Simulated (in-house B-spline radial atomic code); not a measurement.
Computed with a B-spline radial atomic code. Model: two electrons, singlet ground state, non-relativistic, full CI in B-splines with partial waves to l = 8 (at full coupling up to 3e-4 hartree above the limit, correlation up to 0.6 % small), density held at that of full coupling by Lieb maximisation.

W(λ) is the mean repulsion in the state of coupling λ less the Hartree energy of the fixed density. Its start is exact exchange, its initial slope is twice the second-order Görling-Levy correlation energy, and its area from 0 to 1 is E_xc. A straight curve means weak, dynamic correlation, and a curve that drops fast and flattens means strong correlation.

Command:
```bash
python run_ac.py task.json out
```
Settings (lengths in bohr, energies in hartree):
```
potential              yukawa
strength               6.78
lmax                   8
second                 2.95
```

Run time, properties included: 30 s on 1 thread of Intel(R) Xeon(R) Processor @ 2.30GHz, with other jobs on the host.

**W = mean repulsion less Hartree energy, and W of three functionals.**

Given: confinement screened point charge; nuclear charge 6.78; screening of the nucleus 2.95 1/bohr; external potential -Z exp(-k r)/r.

Computed: PBE exchange minus exact 30.432 millihartree; SCAN exchange minus exact -21.982 millihartree.

| coupling | W xc (hartree) | W xc minus exchange (millihartree) | kinetic minus Kohn-Sham (millihartree) | LDA (PW92) W minus its exchange (millihartree) | PBE W minus its exchange (millihartree) | SCAN W minus its exchange (millihartree) |
| --- | --- | --- | --- | --- | --- | --- |
| 0 | -3.4317 | 0 | 0 | 0 | 0 | 0 |
| 0.02 | -3.4336 | -1.948 | 0 | -14.77 | -1.73 | -1.83 |
| 0.05 | -3.4366 | -4.86 | 0.1 | -31.35 | -4.34 | -4.55 |
| 0.12 | -3.4433 | -11.608 | 0.7 | -62.7 | -10.48 | -10.79 |
| 0.25 | -3.4557 | -23.972 | 3 | -109.41 | -21.95 | -22.1 |
| 0.4 | -3.4697 | -37.972 | 7.5 | -154.11 | -35.2 | -34.78 |
| 0.6 | -3.4879 | -56.211 | 16.6 | -205.02 | -52.73 | -51.15 |
| 0.8 | -3.5057 | -73.976 | 29.1 | -249.48 | -70.03 | -66.97 |
| 1 | ? | ? | ? | ? | ? | ? |
| 1.4 | -3.5563 | -124.6 | 84.6 | -359.47 | -120.13 | -111.64 |
| 2 | -3.6032 | -171.54 | 164.2 | -447.97 | -167.28 | -152.74 |
| 3 | ? | ? | ? | ? | ? | ? |
| 4.5 | -3.7666 | -334.91 | 685.4 | -707.54 | -334.7 | -295.7 |
| 7 | -3.8911 | -459.44 | 1394.8 | -881.29 | -465.74 | -406.74 |
| 10 | -4.0059 | -574.17 | 2362.2 | -1034.2 | -590.31 | -512.21 |

What belongs in the row 1?

W xc (hartree): -3.523; W xc minus exchange (millihartree): -91.284; kinetic minus Kohn-Sham (millihartree): 44.6; LDA (PW92) W minus its exchange (millihartree): -289.39; PBE W minus its exchange (millihartree): -87.04; SCAN W minus its exchange (millihartree): -82.3.

What belongs in the row 3?

W xc (hartree): -3.6743; W xc minus exchange (millihartree): -242.58; kinetic minus Kohn-Sham (millihartree): 341.1; LDA (PW92) W minus its exchange (millihartree): -567.56; PBE W minus its exchange (millihartree): -239.51; SCAN W minus its exchange (millihartree): -214.75.

What is the LDA exchange minus exact?

468.92 millihartree.

**Energy parts, natural occupations and partial-wave weights.**

Computed: total energy -12.9903 hartree; correlation energy -0.046652 hartree; kinetic part of the DFT correlation energy 0.044633 hartree; kinetic part over minus potential part 0.48894; Hartree energy 6.8634 hartree; Kohn-Sham kinetic 32.546 hartree; Lieb Oxford ratio E_xc over LDA exchange 1.174.

```
natural  occupation of the shell (electrons)
      s                               1.9982
      s                            0.0008961
      p                           0.00081238
      d                           4.4246e-05
      p                                    ?
      s                           2.2678e-05
```

What belongs in the row p?

occupation of the shell (electrons): 3.8184e-05.

```csv
wave,weight
s,0.99954
p,0.0004275
d,?
f,3.7922e-06
g,9.0204e-07
```

What belongs in the row d?

weight: 2.5372e-05.

What is the initial slope twice GL2?

-0.097567 hartree.

What is the exchange energy?

-3.4317 hartree.

Half-way to full coupling W has made 52 % of its drop, against 50 % for a straight line, and second-order (GL2) theory, half the initial slope, overshoots the correlation energy by about 5 %: correlation is weak here. Over couplings 0 to 1 the errors in E_xc come to about +345 millihartree for LDA, +33 millihartree for PBE, -18 millihartree for SCAN, so SCAN is nearest. In LDA and SCAN the errors of exchange and correlation have opposite signs, so the sum is smaller than the larger of the two.
